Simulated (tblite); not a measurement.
C7H11N (charge -1 and doublet state).
Atom-mapped SMILES: `[CH2:1]=[C:2]([CH3:3])[C@H:4]1[CH2:5][CH:6][N-:7][CH2:8]1` (hydrogens: H9, H10 on C1; H11, H12, H13 on C3; H14 on C4; H15, H16 on C5; H17 on C6; H18, H19 on C8)

Cartesian coordinates in Å at the GFN2-xTB level; atoms count from 1:
```xyz
19
C7H11N angstrom
C      2.421   -0.130    0.332
C      1.166   -0.137   -0.219
C      0.993   -0.359   -1.691
C     -0.046    0.078    0.598
C     -1.021    1.215    0.169
C     -2.282    0.760    0.824
N     -2.310   -0.533    1.148
C     -1.087   -1.095    0.652
H      2.575    0.021    1.387
H      3.305   -0.288   -0.267
H      0.317   -1.198   -1.890
H      1.952   -0.571   -2.165
H      0.559    0.521   -2.183
H      0.255    0.278    1.635
H     -0.695    2.217    0.477
H     -1.098    1.216   -0.931
H     -3.040    1.433    1.201
H     -0.755   -1.928    1.287
H     -1.220   -1.492   -0.372
```

Method: GFN2-xTB as coded in tblite; computed harmonic values from a numerical Hessian at the method's own geometry, unscaled. This tight-binding method is rough: wavenumbers can miss measured ones by several per cent, in bad cases by 10 to 20. One conformer, not necessarily the lowest. Open shells enter through the occupations alone, without spin polarisation, and single modes of such species can be off by tens of per cent.

Harmonic wavenumbers (cm⁻¹): 68.5, 137.5, 145.1, 204.9, 293.6, 329.6, 354.5, 430.4, 459.0, 506.5, 540.4, 552.3, 554.1, 731.5, 837.6, 908.7, 912.1, 958.3, 969.7, 976.3, 1017.0, 1028.2, 1040.0, 1059.6, 1140.0, 1187.1, 1215.6, 1228.4, 1243.7, 1275.4, 1292.8, 1303.9, 1391.8, 1422.7, 1454.4, 1483.3, 1494.5, 1498.4, 1513.9, 1609.2, 2731.2, 2769.3, 2861.6, 2866.5, 2869.0, 2894.5, 2907.8, 2989.9, 3016.8, 3053.6, 3083.3.

A = 4245, B = 1334, C = 1309 MHz; mass 109.089 u (most abundant isotopes); point group C1, symmetry number 1; spin multiplicity 2.

Question: Zero-point energy?

Answer: ½Σν̃ = 34407 cm⁻¹ = 411.60 kJ/mol.

Question: What is S at 298.15 K and 1 bar for an ideal gas of classical rigid rotors and harmonic oscillators?

Answer: Translation 167.37, rotation 117.84, vibration 89.47, spin (R ln 2) 5.76: S = 380.4 J/(mol K).

Question: And Cp and H(298.15 K) − H(0)?

Answer: Cp = 146.07 J/(mol K), of which vibrations give 112.81 (their classical limit is 51 R = 424.0); H(298.15 K) − H(0) = 25.28 kJ/mol without the zero-point energy, 15.36 from vibrations.

Question: Blend soft modes into free rotors: weight 1/[1 + (100 cm⁻¹/ν̃)⁴] for the oscillator and the rest for a rotor with moment μB/(μ + B), μ = h/(8π²ν), B = 10⁻⁴⁴ kg m². What vibrational entropy results?

Answer: 85.78 J/(mol K) in place of 89.47, which changes −T·S at 298.15 K by +1.10 kJ/mol.

Question: Which modes carry the vibrational entropy at 298.15 K?

Answer: 68.5 cm⁻¹: 17.56; 137.5 cm⁻¹: 11.88; 145.1 cm⁻¹: 11.45; 204.9 cm⁻¹: 8.74; 293.6 cm⁻¹: 6.08; 329.6 cm⁻¹: 5.28 J/(mol K); the other 45 give 28.50 together.

Hindered rotation and anharmonicity are outside this model. Other conformers, if any are populated, would add a mixing term that is left out. The structure is chiral; the term R ln 2 for an equal mix with its mirror image is left out.
